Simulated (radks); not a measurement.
Initial-state core-level shifts of neutral hafnium when its valence configuration changes from [Xe] 4f14 5d2 6s2. Method: scalar-relativistic Kohn-Sham, PBE, spin-polarised, spherical densities, point nucleus; open shells are filled with parallel spins first (spin-orbit coupling, left out, can overturn this in heavy ions); computed with a radial shooting solver on a logarithmic mesh with Libxc functionals. Shifts are changes of the shell-averaged eigenvalues in eV (positive: less bound).

valence                    2s       3s       5s       5p
4f13 5d2 6s2 6p1      -12.600  -13.669   -7.675   -6.522
4f14 5d1 6s2 6p1       -3.513   -3.473   -3.515   -3.343
4f13 5d3 6s2           -8.728   -9.836   -3.871   -2.904
4f13 5d2 6s1 6p2      -13.731  -14.802   -8.799   -7.615
4f14 5d2 6s1 6p1       -1.254   -1.254   -1.261   -1.241
4f12.5 5d2 6s1 6p2.5  -20.546  -22.210  -12.752  -10.954
4f13 5d2.5 6s1 6p1.5  -11.825  -12.918   -6.940   -5.861
4f13.5 5d1.5 6s1 6p2   -9.115   -9.607   -6.757   -6.065
4f12 5d2 6s2 6p2      -26.680  -28.967  -15.791  -13.400
